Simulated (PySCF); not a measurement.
# Hg²⁺: ionisation energy

Hg²⁺ [Xe] 4f14 5d10 → Hg³⁺ [Xe] 4f14 5d9 [5d3/2^4 5d5/2^5, M_J = 5/2], as a difference of total energies. Computed with PySCF 2.14 in x2c-TZVPPall-2c (11s11p10d3f1g, 124 functions), with the two-component X2C-1e Hamiltonian. Correlated levels: [Kr] 4d10 4f14 frozen; the 34 highest virtual spinors dropped. "Screened" scales the spin-orbit matrix elements by Boettger's factors to mimic the two-electron term; Breit and QED terms are absent.

```tsv
method	ionisation energy (eV)
GHF (spin-free)	33.644
GMP2 (spin-free)	35.225
GHF (screened spin-orbit)	32.859
GMP2 (screened spin-orbit)	34.415
```

The spin-free rows lack the spin-orbit shift.

Errors of the correlated levels include the incompleteness of this basis and the frozen core.

Task: Which method comes closest to the reference value, and which is furthest?

Result: The reference is 34.49 ± 0.05 eV (measured; NIST Atomic Spectra Database, ionization energies). Closest: GMP2 (screened spin-orbit) (error -0.075 eV); furthest: GHF (screened spin-orbit) (error -1.631 eV).
